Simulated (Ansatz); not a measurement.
Molecule: KF (charge 0, singlet). 
Geometry from a B3LYP-D3(BJ)/def2-TZVP (Ansatz, a program for electronic structure) optimisation:
```
K
F 1 2.2019
```

Parts of the frozen-core correlation energy in def2-SVP (Ansatz, hartree). Frozen orbitals: 10; correlated occupied orbitals by spin: 4 and 4; virtual: 24 and 24. Spin-orbit coupling is left out. Non-relativistic.

```tsv
term	value
reference (HF)	-698.46306
MP2 opposite-spin	-0.14522
MP2 same-spin	-0.05617
CCSD correlation	-0.20235
(T)	-0.00185
CCSDT minus CCSD(T)	-0.00012
CCSDT(Q) minus CCSD(T)	-0.00065
T1 diagnostic	0.019
largest doubles amplitude	0.043
```
